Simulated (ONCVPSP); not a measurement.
# Building the ONCV potential for rubidium (Rb) (LDA (Perdew-Zunger), fully relativistic).

ONCVPSP 4.0.1 input, shortened (lines: element, Z, core and valence counts, functional; n l f; lmax; l rc ep ncon nbas qcut; lloc lpopt rc5 dvloc0; l nproj debl; icmod fcfact rcfact), LDA (Perdew-Zunger), fully relativistic:

```
  Rb 37.00    6    4        3      upf
    1    0    2.00
    2    0    2.00
    2    1    6.00
    3    0    2.00
    3    1    6.00
    3    2   10.00
    4    0    2.00
    4    1    6.00
    5    0    0.50
    5    1    0.50
    2
    0    2.80    0.00    4    7    5.40
    1    3.25    0.00    4    7    7.20
    2    3.00    0.04    3    8    3.50
    4    5    2.45    3.00
    0    2    3.40
    1    2    3.80
    2    1    4.00
    3    1.75    1.10
```

Open shells are filled in proportion to 2j + 1.

All-electron outer shells of the reference configuration (LDA (Perdew-Zunger), scalar-relativistic, ld1.x):

```
shell  level (eV)  outermost node (bohr)  outermost maximum (bohr)
   3d     -104.97                      –                      0.39
   4s      -32.72                   0.62                      1.25
   4p      -16.77                   0.64                      1.42
   5s       -2.73                   1.78                      4.16
   5p       -1.12                   2.19                      6.14
```

Problem. Does the generator finish with these settings?

Solution. Yes, a potential is produced and its reference levels are reproduced.

Problem. Estimate the cutoffs (Ha) at which the residual kinetic energy of the hardest occupied pseudo-wave falls to 1 and 0.1 mHa per electron.

Solution. 7.0 Ha and 8.6 Ha.

Problem. What does a ghost test show?

Solution. No bound ghost flagged; no localised positive-energy state flagged.

Problem. Which valence shell sets the plane-wave cutoff?

Solution. 4p: 7 Ha for 1 mHa per electron, against 5 Ha for 4s.

Problem. Tests: 4s2 4p6 5s1 5p0; 4s2 4p6 5s0 5p0; 4s2 4p6 5s0.5 5p0; 4s1 4p6 5s1 5p0. Which has the largest error in its energy relative to the reference configuration, and how large is it?

Solution. 4s1 4p6 5s1 5p0, with -194 meV (all-electron minus pseudo) on +37.03 eV.
